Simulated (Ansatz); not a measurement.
Ansatz (an electronic-structure program) input for Si(H)(SiH3) (H₄Si₂), SMILES [SiH][SiH3] (connectivity only; charge and spin as stated), neutral, multiplicity 1, PBE0-D3(BJ)/def2-TZVP. 

Ansatz 0.2 input:
```yaml
crystal:
  periodic: [false, false, false]
  atoms:
    - {symbol: Si, position_ang: [-0.25634361, 0.95664147, 0.77089956]}
    - {symbol: H, position_ang: [0.30589426, 2.13699183, 0.03850077]}
    - {symbol: Si, position_ang: [0.18868935, -0.81665062, -0.59162533]}
    - {symbol: H, position_ang: [0.96623012, -0.89745114, -1.84077339]}
    - {symbol: H, position_ang: [-1.13313728, -1.35271657, -0.97191647]}
    - {symbol: H, position_ang: [0.80817267, -1.84669606, 0.26434998]}
basis:
  gaussian:
    orbitals: def2-TZVP
hamiltonian:
  xc: pbe0
  dispersion: d3bj
relax: {f_tol: 0.002, max_steps: 200}
```

Program output:

```
[...]
the calculation of the forces begins
reference -15811.72093846 eV, -581.0700269190 hartree; 16, 16 occupied and 82, 82 virtual orbitals, 712 factors
relax step   5: F+E_penalty+E_count = -15811.82116476 eV  Δ(F+E_penalty+E_count) = -3.289e-3 eV  max|allowed force component| = 2.130e-1 eV/Å  Δτ_max = 0.2000 Å  (29 SCF iters, accepted)
these checks for a lower state are left out or cut short: starts, cluster_reference, orbital_swaps, neighbouring_geometries, increment
integrals: 0.03 GiB planned
712 factors; their error is unknown
mean field: 0.26 GiB planned
mean field -15811.72802543 eV, -581.0702873604 hartree, gradient 1.1e-5 eV, S^2 0.000000; 0 other end points of the search recorded, 0 dependent functions left out
the calculation of the forces begins
reference -15811.72805437 eV, -581.0702884240 hartree; 16, 16 occupied and 82, 82 virtual orbitals, 712 factors
relax step   6: F+E_penalty+E_count = -15811.82842289 eV  Δ(F+E_penalty+E_count) = -7.258e-3 eV  max|allowed force component| = 2.246e-1 eV/Å  Δτ_max = 0.0827 Å  (28 SCF iters, accepted)
these checks for a lower state are left out or cut short: starts, cluster_reference, orbital_swaps, neighbouring_geometries, increment
integrals: 0.03 GiB planned
712 factors; their error is unknown
mean field: 0.26 GiB planned
mean field -15811.73516776 eV, -581.0705498361 hartree, gradient 7.8e-5 eV, S^2 0.000000; 0 other end points of the search recorded, 0 dependent functions left out
the calculation of the forces begins
reference -15811.73519681 eV, -581.0705509037 hartree; 16, 16 occupied and 82, 82 virtual orbitals, 712 factors
relax step   7: F+E_penalty+E_count = -15811.83544700 eV  Δ(F+E_penalty+E_count) = -7.024e-3 eV  max|allowed force component| = 1.494e-1 eV/Å  Δτ_max = 0.0333 Å  (25 SCF iters, accepted)
these checks for a lower state are left out or cut short: starts, cluster_reference, orbital_swaps, neighbouring_geometries, increment
integrals: 0.03 GiB planned
712 factors; their error is unknown
mean field: 0.26 GiB planned
mean field -15811.74549478 eV, -581.0709293472 hartree, gradient 9.5e-6 eV, S^2 0.000000; 0 other end points of the search recorded, 0 dependent functions left out
the calculation of the forces begins
reference -15811.74552347 eV, -581.0709304014 hartree; 16, 16 occupied and 82, 82 virtual orbitals, 712 factors
relax step   8: F+E_penalty+E_count = -15811.84584755 eV  Δ(F+E_penalty+E_count) = -1.040e-2 eV  max|allowed force component| = 1.173e-1 eV/Å  Δτ_max = 0.1580 Å  (29 SCF iters, accepted)
these checks for a lower state are left out or cut short: starts, cluster_reference, orbital_swaps, neighbouring_geometries, increment
integrals: 0.03 GiB planned
712 factors; their error is unknown
mean field: 0.26 GiB planned
mean field -15811.64547576 eV, -581.0672537158 hartree, gradient 1.3e-5 eV, S^2 0.000000; 0 other end points of the search recorded, 0 dependent functions left out
the calculation of the forces begins
reference -15811.64550478 eV, -581.0672547824 hartree; 16, 16 occupied and 82, 82 virtual orbitals, 712 factors
relax step   9: F+E_penalty+E_count = -15811.74671601 eV  Δ(F+E_penalty+E_count) = +9.913e-2 eV  max|allowed force component| = 7.640e-1 eV/Å  Δτ_max = 0.1589 Å  (27 SCF iters, rejected (line search))
these checks for a lower state are left out or cut short: starts, cluster_reference, orbital_swaps, neighbouring_geometries, increment
integrals: 0.03 GiB planned
712 factors; their error is unknown
mean field: 0.26 GiB planned
mean field evaluation 64: about -15811.6651 eV, gradient 1.8e0 eV
mean field -15811.74984992 eV, -581.0710893957 hartree, gradient 2.2e-5 eV, S^2 0.000000; 0 other end points of the search recorded, 0 dependent functions left out
the calculation of the forces begins
reference -15811.74987856 eV, -581.0710904482 hartree; 16, 16 occupied and 82, 82 virtual orbitals, 712 factors
relax step  10: F+E_penalty+E_count = -15811.85050954 eV  Δ(F+E_penalty+E_count) = -4.662e-3 eV  max|allowed force component| = 5.792e-2 eV/Å  Δτ_max = 0.0761 Å  (27 SCF iters, accepted)
these checks for a lower state are left out or cut short: starts, cluster_reference, orbital_swaps, neighbouring_geometries, increment
integrals: 0.03 GiB planned
712 factors; their error is unknown
mean field: 0.26 GiB planned
mean field -15811.75024423 eV, -581.0711038862 hartree, gradient 7.9e-5 eV, S^2 0.000000; 0 other end points of the search recorded, 0 dependent functions left out
the calculation of the forces begins
reference -15811.75027284 eV, -581.0711049377 hartree; 16, 16 occupied and 82, 82 virtual orbitals, 712 factors
relax step  11: F+E_penalty+E_count = -15811.85102966 eV  Δ(F+E_penalty+E_count) = -5.201e-4 eV  max|allowed force component| = 4.849e-2 eV/Å  Δτ_max = 0.0249 Å  (25 SCF iters, accepted)
these checks for a lower state are left out or cut short: starts, cluster_reference, orbital_swaps, neighbouring_geometries, increment
integrals: 0.03 GiB planned
712 factors; their error is unknown
mean field: 0.26 GiB planned
mean field -15811.75039317 eV, -581.0711093595 hartree, gradient 8.8e-5 eV, S^2 0.000000; 0 other end points of the search recorded, 0 dependent functions left out
the calculation of the forces begins
reference -15811.75042175 eV, -581.0711104099 hartree; 16, 16 occupied and 82, 82 virtual orbitals, 712 factors
relax step  12: F+E_penalty+E_count = -15811.85116674 eV  Δ(F+E_penalty+E_count) = -1.371e-4 eV  max|allowed force component| = 4.786e-2 eV/Å  Δτ_max = 0.0352 Å  (25 SCF iters, accepted)
these checks for a lower state are left out or cut short: starts, cluster_reference, orbital_swaps, neighbouring_geometries, increment
integrals: 0.03 GiB planned
712 factors; their error is unknown
mean field: 0.26 GiB planned
mean field -15811.74730705 eV, -581.0709959467 hartree, gradient 8.0e-5 eV, S^2 0.000000; 0 other end points of the search recorded, 0 dependent functions left out
the calculation of the forces begins
reference -15811.74733567 eV, -581.0709969988 hartree; 16, 16 occupied and 82, 82 virtual orbitals, 712 factors
relax step  13: F+E_penalty+E_count = -15811.84805156 eV  Δ(F+E_penalty+E_count) = +3.115e-3 eV  max|allowed force component| = 1.105e-1 eV/Å  Δτ_max = 0.0403 Å  (25 SCF iters, rejected (line search))
these checks for a lower state are left out or cut short: starts, cluster_reference, orbital_swaps, neighbouring_geometries, increment
integrals: 0.03 GiB planned
712 factors; their error is unknown
mean field: 0.26 GiB planned
mean field -15811.75068497 eV, -581.0711200832 hartree, gradient 8.0e-5 eV, S^2 0.000000; 0 other end points of the search recorded, 0 dependent functions left out
the calculation of the forces begins
reference -15811.75071355 eV, -581.0711211333 hartree; 16, 16 occupied and 82, 82 virtual orbitals, 712 factors
relax step  14: F+E_penalty+E_count = -15811.85147605 eV  Δ(F+E_penalty+E_count) = -3.093e-4 eV  max|allowed force component| = 1.248e-2 eV/Å  Δτ_max = 0.0090 Å  (25 SCF iters, accepted)
these checks for a lower state are left out or cut short: starts, cluster_reference, orbital_swaps, neighbouring_geometries, increment
integrals: 0.03 GiB planned
712 factors; their error is unknown
mean field: 0.26 GiB planned
mean field -15811.75072927 eV, -581.0711217112 hartree, gradient 8.1e-5 eV, S^2 0.000000; 0 other end points of the search recorded, 0 dependent functions left out
the calculation of the forces begins
reference -15811.75075784 eV, -581.0711227611 hartree; 16, 16 occupied and 82, 82 virtual orbitals, 712 factors
relax step  15: F+E_penalty+E_count = -15811.85150449 eV  Δ(F+E_penalty+E_count) = -2.844e-5 eV  max|allowed force component| = 7.355e-3 eV/Å  Δτ_max = 0.0109 Å  (25 SCF iters, accepted)
these checks for a lower state are left out or cut short: starts, cluster_reference, orbital_swaps, neighbouring_geometries, increment
integrals: 0.03 GiB planned
712 factors; their error is unknown
mean field: 0.26 GiB planned
mean field evaluation 96: about -15811.6844 eV, gradient 4.7e-1 eV
mean field -15811.75075141 eV, -581.0711225246 hartree, gradient 8.0e-5 eV, S^2 0.000000; 0 other end points of the search recorded, 0 dependent functions left out
the calculation of the forces begins
reference -15811.75077996 eV, -581.0711235739 hartree; 16, 16 occupied and 82, 82 virtual orbitals, 712 factors
relax step  16: F+E_penalty+E_count = -15811.85152931 eV  Δ(F+E_penalty+E_count) = -2.483e-5 eV  max|allowed force component| = 5.165e-3 eV/Å  Δτ_max = 0.0150 Å  (25 SCF iters, accepted)
these checks for a lower state are left out or cut short: starts, cluster_reference, orbital_swaps, neighbouring_geometries, increment
integrals: 0.03 GiB planned
712 factors; their error is unknown
mean field: 0.26 GiB planned
mean field -15811.75075369 eV, -581.0711226084 hartree, gradient 2.4e-5 eV, S^2 0.000000; 0 other end points of the search recorded, 0 dependent functions left out
the calculation of the forces begins
reference -15811.75078224 eV, -581.0711236575 hartree; 16, 16 occupied and 82, 82 virtual orbitals, 712 factors
relax step  17: F+E_penalty+E_count = -15811.85153279 eV  Δ(F+E_penalty+E_count) = -3.478e-6 eV  max|allowed force component| = 3.945e-3 eV/Å  Δτ_max = 0.0028 Å  (22 SCF iters, accepted)
these checks for a lower state are left out or cut short: starts, cluster_reference, orbital_swaps, neighbouring_geometries, increment
integrals: 0.03 GiB planned
712 factors; their error is unknown
mean field: 0.26 GiB planned
mean field -15811.75075474 eV, -581.0711226472 hartree, gradient 1.2e-5 eV, S^2 0.000000; 0 other end points of the search recorded, 0 dependent functions left out
the calculation of the forces begins
reference -15811.75078329 eV, -581.0711236963 hartree; 16, 16 occupied and 82, 82 virtual orbitals, 712 factors
relax step  18: F+E_penalty+E_count = -15811.85153386 eV  Δ(F+E_penalty+E_count) = -1.071e-6 eV  max|allowed force component| = 2.023e-3 eV/Å  Δτ_max = 0.0021 Å  (22 SCF iters, accepted)
these checks for a lower state are left out or cut short: starts, cluster_reference, orbital_swaps, neighbouring_geometries, increment
integrals: 0.03 GiB planned
712 factors; their error is unknown
mean field: 0.26 GiB planned
mean field -15811.75075469 eV, -581.0711226452 hartree, gradient 1.7e-5 eV, S^2 0.000000; 0 other end points of the search recorded, 0 dependent functions left out
the calculation of the forces begins
reference -15811.75078323 eV, -581.0711236942 hartree; 16, 16 occupied and 82, 82 virtual orbitals, 712 factors
relax step  19: F+E_penalty+E_count = -15811.85153416 eV  Δ(F+E_penalty+E_count) = -3.010e-7 eV  max|allowed force component| = 9.568e-4 eV/Å  Δτ_max = 0.0014 Å  (20 SCF iters, accepted)
integrals: 0.03 GiB planned
712 factors; their error is unknown
mean field: 0.26 GiB planned
mean field evaluation 128: about -15811.7508 eV, gradient 4.8e-3 eV
mean field -15811.75075469 eV, -581.0711226452 hartree, gradient 1.7e-5 eV, S^2 0.000000; 1 other end points of the search recorded, 0 dependent functions left out
the calculation of the forces begins
reference -15811.75078323 eV, -581.0711236942 hartree; 16, 16 occupied and 82, 82 virtual orbitals, 712 factors
Total energy: -15811.85156271 eV, -581.0748272716 hartree
Atom 0 at     0.115929     1.041558     0.930136 Å, force    -0.000019    -0.000271    -0.000957 eV/Å
Atom 1 at    -0.146049     1.873069    -0.323263 Å, force     0.000085    -0.000498     0.000616 eV/Å
Atom 2 at     0.247034    -0.871418    -0.483032 Å, force    -0.000312     0.000877     0.000228 eV/Å
Atom 3 at     1.145607    -0.662527    -1.655043 Å, force    -0.000051    -0.000235     0.000113 eV/Å
Atom 4 at    -1.142785    -1.072515    -0.999449 Å, force     0.000185     0.000035    -0.000025 eV/Å
Atom 5 at     0.659770    -2.128048     0.200087 Å, force     0.000112     0.000092     0.000024 eV/Å
Dipole moment:     0.015611     0.044632    -0.003711 e Å
```

The calculation finished and met its thresholds.
